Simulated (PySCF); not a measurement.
Species: B2H8P2.
SMILES with atom numbers: `[BH2-:1]1[PH2+:2][BH2-:3][PH2+:4]1` (hydrogens: H5, H6 on B1; H7, H8 on P2; H9, H10 on B3; H11, H12 on P4)

Computed by this run: PBE0-D3(BJ)/def2-SVP geometry optimisation, gas phase (PySCF 2.14.0); density fitting, grid level 1; the optimiser is geomeTRIC in internal coordinates, started from a GFN2-xTB structure with every atom displaced at random (about 0.01 Å).

At the end of the run (lengths in Å): P4–H11 1.416, B3–H9 1.218, B1–H5 1.210, P2–H8 1.416, P4–H12 1.416, B1–H6 1.218, P2–H7 1.416, B1–P2–H8 118.6°, H7–P2–H8 100.8°, P2–B1–H5 119.3°, B1–P2–H7 114.3°, P4–B1–P2–B3 18°, B1–P2–B3–P4 -18°, P2–B3–P4–B1 18°, H9–B3–P4–B1 -87°, H5–B1–P4–B3 -140°.

**Question.** These geometries were met on the way; a selection of coordinates is given. Order them by energy above the end point, lowest first.
A. P4–H11 1.445, B3–H9 1.230, B1–H5 1.221, P2–H8 1.434, P4–H12 1.424, B1–H6 1.221, P2–H7 1.423, B1–P2–H8 119.1°, H7–P2–H8 100.2°, P2–B1–H5 117.8°, B1–P2–H7 113.3°, P4–B1–P2–B3 18°, B1–P2–B3–P4 -18°, P2–B3–P4–B1 18°, H9–B3–P4–B1 -89°, H5–B1–P4–B3 -137°
B. P4–H11 1.422, B3–H9 1.220, B1–H5 1.213, P2–H8 1.419, P4–H12 1.417, B1–H6 1.217, P2–H7 1.417, B1–P2–H8 119.2°, H7–P2–H8 100.4°, P2–B1–H5 118.2°, B1–P2–H7 113.4°, P4–B1–P2–B3 18°, B1–P2–B3–P4 -18°, P2–B3–P4–B1 18°, H9–B3–P4–B1 -88°, H5–B1–P4–B3 -138°
C. P4–H11 1.349, B3–H9 1.159, B1–H5 1.155, P2–H8 1.371, P4–H12 1.385, B1–H6 1.187, P2–H7 1.388, B1–P2–H8 122.5°, H7–P2–H8 97.1°, P2–B1–H5 115.8°, B1–P2–H7 112.6°, P4–B1–P2–B3 18°, B1–P2–B3–P4 -18°, P2–B3–P4–B1 18°, H9–B3–P4–B1 -92°, H5–B1–P4–B3 -135°

**Answer.** B (0.005 eV), A (0.024 eV), C (0.254 eV).

```
step  E above end (eV)  rms distance from the end, all atoms (Å)  largest force (eV/Å)  rms shift of all bonds from the end (Å)
   2             0.005                                     0.032                 0.155                                    0.002
   1             0.024                                     0.044                 0.702                                    0.011
   0             0.254                                     0.079                 1.996                                    0.038
```

Rows stand in the order of the answer.
